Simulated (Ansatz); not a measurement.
[In(OMe)H3]- (CH₆InO⁻), relaxed as a singlet with RKS r2SCAN-D4/def2-TZVPD in Ansatz, starting from the GFN2-xTB geometry. Force threshold 0.02 eV/Å.

In the def2 sets In takes a core potential; there is no spin–orbit coupling.

Start:

Cartesian coordinates in Å:
```
In 1.3740 0.4904 0.4082
O -0.6933 0.5283 0.4006
C -1.3854 -0.4062 -0.3431
H -1.1274 -0.3832 -1.4163
H -2.4697 -0.2058 -0.2615
H -1.2161 -1.4415 0.0027
H 1.8558 -1.0385 0.9914
H 1.7694 1.7773 1.4230
H 1.8928 0.6792 -1.2051
```

```csv
step,energy (eV),largest force component (eV/Å),SCF passes
1,-8357.7781,0.829,17
2,-8357.8797,0.242,20
3,-8357.8915,0.090,21
4,-8357.8932,0.024,21
5,-8357.8933,0.005,22
```

Force components are those of the run's own axes.

End:

Cartesian coordinates in Å:
```
In 1.3737 0.4942 0.4143
O -0.7293 0.5645 0.4179
C -1.3712 -0.3959 -0.3381
H -1.1091 -0.3625 -1.4183
H -2.4711 -0.2701 -0.2833
H -1.1616 -1.4371 -0.0082
H 1.7842 -1.1158 1.0427
H 1.8464 1.8322 1.4620
H 1.8379 0.6905 -1.2890
```

By distances, no bond broke or formed. The bond that changes most is In1–H8, from 1.69 to 1.76 Å (atoms count from 1).

No frequencies were taken in this run, so the end may be a saddle point.

Hardware: 4 threads of Arm Neoverse V1 on a shared host. Wall time 12 s.
